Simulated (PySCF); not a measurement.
# Structure from NMR data

An unknown has the formula C₄HF₉. Its calculated NMR data are:

1H NMR (400 MHz, computed): δ 3.35 (decet, J = 7.3 Hz, 1H).

13C{1H} NMR (computed): δ 135.7 (q of sept, J = 349.7, 1.8 Hz, 3C), 59.0 (decet, J = 30.6 Hz).

Non-relativistic, fast rotation and ring inversion assumed for equivalent nuclei, a single conformation, gas phase. Coordinates at the PBE0-D3(BJ)/def2-SVP level; shielding tensors at PBE/pcSseg-2 (GIAO); spin–spin couplings from B3LYP/pcJ-1 (spin–dipole term only in couplings to heteroatoms); PySCF.

Referencing at the same level of theory: 1H (31.18 ppm), 13C (179.39 ppm) against TMS.

Task: Propose a structure and justify it.

Result: 
The formula gives 0 degrees of unsaturation. 2 carbon signals for 4 carbons: some carbons are equivalent by symmetry or fast rotation. Carbon types of the structure: 3 × C, 1 × CH, which accounts for all hydrogens. δC 135.7: CF3 carbon; 3 electronegative neighbours deshield it. δC 59.0: sp3 CH. δH 3.35: hydrogen on an sp3 CH.

Structure: SMILES FC(F)(F)C(C(F)(F)F)C(F)(F)F.

This is the structure that produced the data.

Common functionals overestimate the size of one-bond C–F couplings by tens of Hz; these are unscaled. Multiplet labels drop couplings under 1 Hz and merge nearly equal ones. Shifts are as computed, not scaled to solution data. Of 1211 compounds with measured shifts, 218 miss one by over three times the rms of a fit or turn the order of signals round; such compounds aren't used in these exercises.
